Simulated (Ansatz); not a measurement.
Ansatz (a first-principles code) input:

Ansatz 0.2 input:
```yaml
crystal:
  periodic: [false, false, false]
  atoms:
    - {symbol: Bi, position_ang: [0.02088028, 0.00996680, 0.73258481]}
    - {symbol: Br, position_ang: [0.86526298, -1.73996508, -0.87049242]}
    - {symbol: Br, position_ang: [-0.91477906, 1.71632952, -0.86678013]}
basis:
  gaussian:
    orbitals: def2-TZVP
hamiltonian:
  xc: b3lyp
  dispersion: d3bj
total_charge: 1
phonons: {temperatures: {t_min: 298.15, t_max: 298.15, t_step: 100}}
```

Question: Predict the final energy.

Answer: -5362.88357 Eh (B3LYP-D3(BJ)/def2-TZVP). The basis has 146 functions. The run takes very roughly 40 core-seconds.
